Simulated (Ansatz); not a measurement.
Molecule: C$_{3}$H$_{4}$O (charge 0, singlet). SMILES: O=C1CC1
Geometry: optimised at B3LYP-D3(BJ)/def2-TZVP (Ansatz, a program for electronic structure).

Computed values are from Ansatz. Valence correlation only, unless marked. Open shells are spin-unrestricted. Spin-orbit coupling is left out. No relativistic terms. CBS marks a two-point X^-3 extrapolation of the correlation energy; Hartree-Fock from the larger set. [CCSD(T)-MP2]/basis is that difference in the basis named.

```json
{
 "atomisation energy De": "803.5 kcal/mol at CCSD(T)/CBS(cc-pVTZ,cc-pVQZ)",
 "vertical ionisation energy (to the doublet)": "9.68 eV at RI-MP2/CBS(aug-cc-pVTZ,aug-cc-pVQZ)+[CCSD(T)-MP2]/aug-cc-pVTZ",
 "vertical_triplet_singlet_gap": "3.58 eV at RI-MP2/CBS(aug-cc-pVTZ,aug-cc-pVQZ)+[CCSD(T)-MP2]/aug-cc-pVTZ",
 "total_energy": "-191.6525 Eh at CCSD(T)/CBS(cc-pVTZ,cc-pVQZ)",
 "dipole_moment": "2.87 D at CCSD(T)/aug-cc-pVDZ",
 "T1 diagnostic": "0.014 at CCSD/cc-pVQZ",
 "measured_dipole_moment": "2.67 D (NIST CCCBDB, as tabulated in the package chemicals; older table, unchecked)"
}
```
